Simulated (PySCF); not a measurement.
CF₂ (SMILES F[C]F), singlet, at a GFN2-xTB geometry; CAMB3LYP/def2-SVPD, polarisability (PySCF).

Input for PySCF:
```python
from pyscf import gto, scf, dft
from pyscf.prop import polarizability

mol = gto.Mole()
mol.atom = '''
    F    -1.034387   -0.205690    0.027185
    C    -0.003952    0.589579    0.034005
    F     1.037022   -0.187362   -0.049854
'''
mol.basis = 'def2-svpd'
mol.charge = 0
mol.spin = 0
mol.verbose = 4
mol.build()

mf = dft.RKS(mol)
mf.xc = 'camb3lyp'
mf.kernel()
alpha = mf.Polarizability().polarizability()[2, 2]
print('alpha_zz =', alpha)
```

The log (banner, timings and long lists left out):

```
site-packages/pyscf/prop/efg/rhf.py:45: UserWarning: Module EFG is under testing
  warnings.warn('Module EFG is under testing')
site-packages/pyscf/prop/efg/dhf.py:30: UserWarning: Module EFG is under testing
  warnings.warn('Module EFG is under testing')
site-packages/pyscf/prop/zfs/uhf.py:40: UserWarning: Module ZFS is under testing
  warnings.warn('Module ZFS is under testing')
site-packages/pyscf/prop/gtensor/uhf.py:43: UserWarning: Module g-tensor is under testing
  warnings.warn('Module g-tensor is under testing')
site-packages/pyscf/prop/gtensor/uks.py:41: UserWarning: Module g-tensor is under testing
  warnings.warn('Module g-tensor is under testing')
site-packages/pyscf/prop/hfc/uks.py:35: UserWarning: Module HFC is under testing
  warnings.warn('Module HFC is under testing')
site-packages/pyscf/prop/magnetizability/rhf.py:39: UserWarning: Module magnetizability is under testing
  warnings.warn('Module magnetizability is under testing')
site-packages/pyscf/prop/magnetizability/uhf.py:37: UserWarning: Module magnetizability is under testing
  warnings.warn('Module magnetizability is under testing')
site-packages/pyscf/prop/magnetizability/rks.py:37: UserWarning: Module magnetizability is under testing
  warnings.warn('Module magnetizability is under testing')
site-packages/pyscf/prop/magnetizability/uks.py:39: UserWarning: Module magnetizability is under testing
  warnings.warn('Module magnetizability is under testing')
site-packages/pyscf/prop/polarizability/uhf.py:34: UserWarning: Module polarizability is under testing
  warnings.warn('Module polarizability is under testing')
site-packages/pyscf/prop/polarizability/rks.py:29: UserWarning: Module polarizability is under testing
  warnings.warn('Module polarizability is under testing')
site-packages/pyscf/prop/polarizability/uks.py:29: UserWarning: Module polarizability is under testing
  warnings.warn('Module polarizability is under testing')
PySCF version 2.14.0

[INPUT] verbose = 4
[INPUT] num. atoms = 3
[INPUT] num. electrons = 24
[INPUT] charge = 0
[INPUT] spin (= nelec alpha-beta = 2S) = 0
[INPUT] symmetry False subgroup None
[INPUT] Mole.unit = angstrom
[INPUT] Symbol           X                Y                Z      unit          X                Y                Z       unit  Magmom
[...]
nuclear repulsion = 64.5843880299052
number of shells = 26
number of NR pGTOs = 96
number of NR cGTOs = 66
basis = def2-svpd
ecp = {}

******** <class 'pyscf.dft.rks.RKS'> ********
method = RKS
initial guess = minao
damping factor = 0
level_shift factor = 0
DIIS = <class 'pyscf.scf.diis.CDIIS'>
diis_start_cycle = 1
diis_space = 8
diis_damp = 0
SCF conv_tol = 1e-09
SCF conv_tol_grad = None
SCF max_cycles = 50
direct_scf = True
direct_scf_tol = 1e-13
XC library pyscf.dft.libxc version 7.1.2
    S. Lehtola, C. Steigemann, M. J. T. Oliveira, and M. A. L. Marques,  SoftwareX 7, 1–5 (2018)
XC functionals = camb3lyp
    T. Yanai, D. P. Tew, and N. C. Handy,  Chem. Phys. Lett. 393, 51 (2004)
radial grids:
    Treutler-Ahlrichs [JCP 102, 346 (1995); DOI:10.1063/1.469408] (M4) radial grids

becke partition: Becke, JCP 88, 2547 (1988); DOI:10.1063/1.454033
pruning grids: <function nwchem_prune>
grids dens level: 3
symmetrized grids: False
atomic radii adjust function: <function treutler_atomic_radii_adjust>
small_rho_cutoff = 0
Set gradient conv threshold to 3.16228e-05
Initial guess from minao.
tot grids = 42648
init E= -237.744854668808
[...]
cycle= 1 E= -237.394635242169  delta_E= 0.35  |g|= 0.613  |ddm|= 1.82
[...]
cycle= 2 E= -237.359613022696  delta_E= 0.035  |g|= 0.811  |ddm|= 0.877
[...]
cycle= 3 E= -237.466795843245  delta_E= -0.107  |g|= 0.0635  |ddm|= 0.487
[...]
cycle= 4 E= -237.467434444397  delta_E= -0.000639  |g|= 0.00846  |ddm|= 0.0488
[...]
cycle= 5 E= -237.467456409029  delta_E= -2.2e-05  |g|= 0.00167  |ddm|= 0.0142
[...]
cycle= 6 E= -237.467457745288  delta_E= -1.34e-06  |g|= 0.000337  |ddm|= 0.00418
[...]
cycle= 7 E= -237.467457804319  delta_E= -5.9e-08  |g|= 4.39e-05  |ddm|= 0.00109
[...]
cycle= 8 E= -237.467457805288  delta_E= -9.68e-10  |g|= 8.69e-06  |ddm|= 0.000155
[...]
Extra cycle  E= -237.467457805309  delta_E= -2.19e-11  |g|= 6.01e-06  |ddm|= 2.02e-05
converged SCF energy = -237.467457805309
Isotropic polarizability 16.2299914733
Polarizability anisotropy 3.87410329965
alpha_zz = 14.66406923833485
```
